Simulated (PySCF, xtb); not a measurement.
C2H10N2Si2, SMILES [SiH3]/N=C(\C)[SiH2]N.

GFN2-xTB run with xtb at its own geometry gives an orbital gap of 2.17 eV and a dipole moment of 0.85 D.

The structure is a stationary point at B3LYP-D3(BJ)/def2-SVP. The structure was generated by enumeration; whether it is a known compound was not checked. Other conformers were not sampled.

**Question.** What does r2SCAN/def2-TZVP in PySCF give? (An estimate is asked for; the answer gives what the named calculation found.)

**Answer.** gap 3.66 eV (levels -5.59 and -1.93 eV), dipole 0.96 D.
